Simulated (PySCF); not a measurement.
Atoms are numbered as in `[CH:1]#[C:2][SiH2:3][Si@H:4]1[CH2:5][C@@H:6](/[CH:7]=[N:8]/[CH3:9])[CH2:10]1`; H(Xn) means a hydrogen on atom n. Ha(C5), Ha(C10) are cis to Si3 on the ring; Hb(C5), Hb(C10) are trans to Si3 on the ring.

Level of theory: σ from GIAO-PBE0/pcSseg-1, GFN2-xTB structure, in PySCF 2.14.0 with density-fitted response routines (equivalent nuclei averaged, one conformer, no solvent, relativity neglected).

Question: List the cross peaks expected in HSQC, COSY and HMBC spectra.

Answer: 

HSQC (one-bond C–H):
```tsv
δH	δC
8.59 (H(C7))	182.2 (C7)
3.49 (H(C9))	49.9 (C9)
3.09 (H(C6))	41.8 (C6)
1.80 (H(C1))	101.4 (C1)
1.78 (Hb(C5)/Hb(C10))	20.3 (C5/C10)
1.00 (Ha(C5)/Ha(C10))	20.3 (C5/C10)
```

COSY cross peaks (H two or three bonds apart, from the bond graph; peaks can be absent where the dihedral angle is near 90°):
```tsv
δH	δH
8.59 (H(C7))	3.09 (H(C6))
5.34 (H(Si4))	4.53 (H(Si3))
5.34 (H(Si4))	1.78 (Hb(C5)/Hb(C10))
5.34 (H(Si4))	1.00 (Ha(C5)/Ha(C10))
3.09 (H(C6))	1.78 (Hb(C5)/Hb(C10))
3.09 (H(C6))	1.00 (Ha(C5)/Ha(C10))
1.78 (Hb(C5)/Hb(C10))	1.00 (Ha(C5)/Ha(C10))
```

HMBC (two and three bonds, from the bond graph):
```tsv
δH	δC
8.59 (H(C7))	49.9 (C9), 41.8 (C6), 20.3 (C5/C10)
5.34 (H(Si4))	91.1 (C2), 41.8 (C6), 20.3 (C5/C10)
4.53 (H(Si3))	101.4 (C1), 91.1 (C2), 20.3 (C5/C10)
3.49 (H(C9))	182.2 (C7)
3.09 (H(C6))	182.2 (C7), 20.3 (C5/C10)
1.80 (H(C1))	91.1 (C2)
1.78 (Hb(C5)/Hb(C10))	182.2 (C7), 41.8 (C6), 20.3 (C5/C10)
1.00 (Ha(C5)/Ha(C10))	182.2 (C7), 41.8 (C6), 20.3 (C5/C10)
```

δ = σ(ref) − σ, references computed at the same level: TMS for ¹H (31.72 ppm) and ¹³C (186.93 ppm).

Short H···H contacts in this conformer between protons four or more bonds apart (candidates for NOE cross peaks, intensity ∝ r⁻⁶): H(C7)···H(C9) 2.26 Å, H(Si3)···H(C9) 2.76 Å.

Shifts are as computed. Against solution values, carbons near 30 ppm lie about +3 ppm off and those near 130 ppm about +5 ppm. Of 1211 compounds with measured shifts, 218 miss one by over three times the rms of a fit or turn the order of signals round; such compounds aren't used in these exercises.
